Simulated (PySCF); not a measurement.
Compound: (Me2Al-mu-Br)2, C₄H₁₂Al₂Br₂.
Bonds: Al1–C2, Al1–C3, Al1–Br4, Al1–Br8, Br4–Al5, Al5–C6, Al5–C7, Al5–Br8. Hydrogens: H9, H10, H11 on C2; H12, H13, H14 on C3; H15, H16, H17 on C6; H18, H19, H20 on C7.

The calculation used PySCF, TDDFT B3LYP/def2-SVPD, vertical, gas phase, core orbitals frozen in the response. The structure is a single PBE0-D3(BJ)/def2-SVP conformer in the gas phase; no vibrational or solvent corrections. Relativistic effects, spin–orbit coupling among them, are left out although an element past zinc is present.

Computed states:

| state | E (eV) | f |
| --- | --- | --- |
| S1 | 6.29 | 0.168 |
| S2 | 6.34 | 0.0003 |
| S3 | 6.49 | 0.0000 |
| S4 | 6.68 | 0.0000 |
| S5 | 6.72 | 0.0000 |
| S6 | 6.90 | 0.0023 |
| S7 | 7.08 | 0.0008 |
| S8 | 7.08 | 0.195 |
| S9 | 7.16 | 0.0001 |
| S10 | 7.25 | 0.044 |
| S11 | 7.32 | 0.0000 |
| S12 | 7.42 | 0.0000 |
| S13 | 7.43 | 0.015 |
| S14 | 7.51 | 0.111 |
| S15 | 7.52 | 0.0010 |

Each state is given a Gaussian of 0.4 eV full width at half maximum, with ε(max) = 2.175×10⁸ f / Δν̃ (Δν̃ the width in cm⁻¹). The cross-section is σ = 3.8235×10⁻²¹ ε cm², given in Mb (10⁻¹⁸ cm²). The width is an assumption, not a result. The curve ends short of the highest state used, and states not computed would add to its high-energy end.

Question: What does the envelope look like, and where are its maxima?

Answer: 
```json
{"λ (nm)": "179.3", "σ (Mb)": "33.05"}
{"λ (nm)": "180.2", "σ (Mb)": "26.32"}
{"λ (nm)": "181.1", "σ (Mb)": "20.32"}
{"λ (nm)": "182.0", "σ (Mb)": "15.29"}
{"λ (nm)": "182.9", "σ (Mb)": "11.38"}
{"λ (nm)": "183.8", "σ (Mb)": "8.61"}
{"λ (nm)": "184.7", "σ (Mb)": "6.97"}
{"λ (nm)": "185.5", "σ (Mb)": "6.41"}
{"λ (nm)": "186.4", "σ (Mb)": "6.74"}
{"λ (nm)": "187.3", "σ (Mb)": "8.03"}
{"λ (nm)": "188.2", "σ (Mb)": "10.23"}
{"λ (nm)": "189.1", "σ (Mb)": "13.26"}
{"λ (nm)": "190.0", "σ (Mb)": "17.01"}
{"λ (nm)": "190.9", "σ (Mb)": "21.30"}
{"λ (nm)": "191.8", "σ (Mb)": "25.89"}
{"λ (nm)": "192.7", "σ (Mb)": "30.51"}
{"λ (nm)": "193.6", "σ (Mb)": "34.82"}
{"λ (nm)": "194.5", "σ (Mb)": "38.51"}
{"λ (nm)": "195.4", "σ (Mb)": "41.31"}
{"λ (nm)": "196.3", "σ (Mb)": "42.99"}
{"λ (nm)": "197.2", "σ (Mb)": "43.46"}
{"λ (nm)": "198.1", "σ (Mb)": "42.70"}
{"λ (nm)": "199.0", "σ (Mb)": "40.81"}
{"λ (nm)": "199.9", "σ (Mb)": "37.96"}
{"λ (nm)": "200.8", "σ (Mb)": "34.39"}
{"λ (nm)": "201.7", "σ (Mb)": "30.38"}
{"λ (nm)": "202.6", "σ (Mb)": "26.17"}
{"λ (nm)": "203.5", "σ (Mb)": "22.01"}
{"λ (nm)": "204.4", "σ (Mb)": "18.08"}
{"λ (nm)": "205.3", "σ (Mb)": "14.52"}
{"λ (nm)": "206.2", "σ (Mb)": "11.40"}
{"λ (nm)": "207.1", "σ (Mb)": "8.76"}
{"λ (nm)": "208.0", "σ (Mb)": "6.59"}
{"λ (nm)": "208.9", "σ (Mb)": "4.86"}
{"λ (nm)": "209.8", "σ (Mb)": "3.51"}
{"λ (nm)": "210.7", "σ (Mb)": "2.49"}
{"λ (nm)": "211.6", "σ (Mb)": "1.73"}
{"λ (nm)": "212.5", "σ (Mb)": "1.18"}
{"λ (nm)": "213.4", "σ (Mb)": "0.79"}
{"λ (nm)": "214.3", "σ (Mb)": "0.52"}
{"λ (nm)": "215.2", "σ (Mb)": "0.34"}
{"λ (nm)": "216.1", "σ (Mb)": "0.22"}
{"λ (nm)": "217.0", "σ (Mb)": "0.14"}
{"λ (nm)": "217.9", "σ (Mb)": "0.08"}
```

Maxima: 197 nm (6.29 eV), ε about 11000, made up of S1 (100%) (ε in L mol⁻¹ cm⁻¹; maxima over ε = 5, shares over 10%). At its high-energy end, 6.92 eV, the curve is still rising (ε about 8900, from S8).

Question: Coming from long wavelengths, where does ε first pass 100 L mol⁻¹ cm⁻¹?

Answer: At about 215 nm (5.77 eV), 0.52 eV below S1.

Question: On this curve, what absorbance would a 10⁻³ mol/L sample give at 193 nm over a 1 cm path?

Answer: 193 nm is 6.424 eV, where ε is about 8400 L mol⁻¹ cm⁻¹, so A = ε c l ≈ 8.4 (Beer–Lambert, with the gas-phase spectrum and the assumed width).

Question: What would ε be at 6.29 eV, the highest of these maxima, with half the width (0.2 eV)?

Answer: About 22700 L mol⁻¹ cm⁻¹ against 11400, a factor of about 2.00; a lone state at its own centre would give exactly 2.
